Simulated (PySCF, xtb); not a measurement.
H4SiZn, SMILES [SiH3][ZnH].

GFN2-xTB in xtb at its own geometry gives an orbital gap of 4.58 eV and a dipole moment of 0.07 D.

Geometry optimised at B3LYP-D3(BJ)/def2-TZVP.

Question: What does M06-2X/def2-TZVPD (PySCF) give? (Estimate from the structure and the level; the computed values follow.)

Answer: gap 7.44 eV (levels -8.15 and -0.71 eV), dipole 0.24 D.
